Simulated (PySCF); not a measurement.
A structure optimised at PBE-D3(BJ)/def2-SVP, used in a PySCF frequency run:

```xyz
11

O      2.1635     0.0649     0.3867
Si     0.7069     0.1984    -0.4276
C     -0.6518     1.2654     0.3541
C     -1.7145     0.4279     0.4651
C     -1.4358    -0.9817     0.0073
N     -0.2718    -1.3120    -0.4416
H      2.1030    -0.2978     1.2877
H      1.0752     0.6140    -1.8156
H     -0.6964     2.3270     0.6378
H     -2.7122     0.7063     0.8482
H     -2.2581    -1.7317     0.0678
```

Problem. Write its SMILES and formula.

Solution. O[Si@@H]1C=CC=N1, C3H5NOSi

Problem. What are its rotational constants (standard atomic weights)?

Solution. 5.8088, 2.6494, 2.0535 GHz
